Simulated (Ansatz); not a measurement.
Cost and result for the atomization energy of ClGaH$_{2}$, SMILES `[Cl][GaH2]` (4 atoms, 3 bonds).

```csv
atom,x (Å),y (Å),z (Å)
Cl1,-0.8098,1.5545,-0.8371
Ga2,0.0860,-0.1651,0.0889
H3,0.0974,-0.1482,1.6448
H4,0.6264,-1.2412,-0.8966
```

The species carries charge 0 and has multiplicity 1. Correlated methods include outer-core shells of Ga, which these sets cover unevenly. Scalar relativity is left out up to krypton. All single points use the PBE0-D4/def2-TZVP geometry. Program: Ansatz. All runs use 4 threads of an Arm Neoverse V2 on a shared host. Times are those of one run each, without the atoms' runs, and a repeat can differ threefold. Electronic energies, without spin–orbit coupling; frozen cores. CCSD(T)/CBS adds CCSD(T) − MP2 in def2-TZVPP to the MP2 limit, and its time is that of the two runs behind it. T1 = 0.012. With those shells the extrapolation isn't a true limit. HSE06 is the plane-wave form, built on full-range PBE exchange.

CCSD(T)/CBS is a level of theory with its own doubt, some kJ/mol a heavy atom from the limit and from the frozen cores, so smaller differences don't rank the functionals.

| level | functions | wall time |
| --- | --- | --- |
| LDA (SPW92)/def2-TZVPP | 118 | 0.3 s |
| CCSD(T)/def2-SVP | 60 | 0.35 s |
| revPBE-D4/def2-TZVPP | 118 | 0.45 s |
| PBE-D4/def2-TZVPP (with forces) | 118 | 0.5 s |
| PBE0-D4/def2-TZVPP | 118 | 0.6 s |
| BHLYP-D4/def2-TZVPP | 118 | 0.6 s |
| HSE06-D4/def2-TZVPP | 118 | 0.7 s |
| PBE-QIDH/def2-TZVPP | 118 | 0.85 s |
| r2SCANh-D4/def2-TZVPP | 118 | 1.3 s |
| CCSD(T)/def2-TZVPP | 118 | 1.4 s |
| B97M-V/def2-TZVPP | 118 | 1.6 s |
| CCSD(T)/def2-QZVPP | 219 | 14 s |
| CCSD(T)/CBS(def2) | – | 15 s |

Problem. What atomization energy does each give, and how far from CCSD(T)/CBS? (Estimate.)

Solution. Ansatz gave: 
| level | atomization (kJ/mol) | difference from CCSD(T)/CBS | per bond |
| --- | --- | --- | --- |
| LDA (SPW92)/def2-TZVPP | 1042.5 | 101.5 | 33.8 |
| CCSD(T)/def2-SVP | 883.2 | -57.8 | -19.3 |
| revPBE-D4/def2-TZVPP | 899.7 | -41.3 | -13.8 |
| PBE-D4/def2-TZVPP (with forces) | 918.6 | -22.4 | -7.5 |
| PBE0-D4/def2-TZVPP | 920.2 | -20.8 | -6.9 |
| BHLYP-D4/def2-TZVPP | 909.9 | -31.1 | -10.4 |
| HSE06-D4/def2-TZVPP | 920.5 | -20.5 | -6.8 |
| PBE-QIDH/def2-TZVPP | 935.0 | -6.0 | -2.0 |
| r2SCANh-D4/def2-TZVPP | 939.5 | -1.5 | -0.5 |
| CCSD(T)/def2-TZVPP | 927.0 | -14.0 | -4.7 |
| B97M-V/def2-TZVPP | 958.2 | 17.2 | 5.7 |
| CCSD(T)/def2-QZVPP | 940.8 | -0.2 | -0.1 |
| CCSD(T)/CBS(def2) | 941.0 | 0.0 | 0.0 |

The D4 term adds +10.0 kJ/mol with B3LYP and +5.1 kJ/mol with PBE0; it sums over pairs of atoms, weighted by their polarisabilities, and B3LYP, whose exchange is more repulsive, gets the larger term. At CCSD(T), def2-SVP lies −57.8 kJ/mol from the extrapolated value and def2-TZVPP −14.1 kJ/mol: correlation converges slowly with the basis, and small sets miss more of it in the bonded molecule than in its fragments. From r2SCAN to r2SCAN0 (25 % exact exchange), in def2-TZVPP and without D4, the atomization energy moves by −9.4 kJ/mol: exact exchange takes away binding that semilocal exchange gives to molecules.

B3LYP here is the variant with VWN-RPA as its local correlation; programs differ in this.
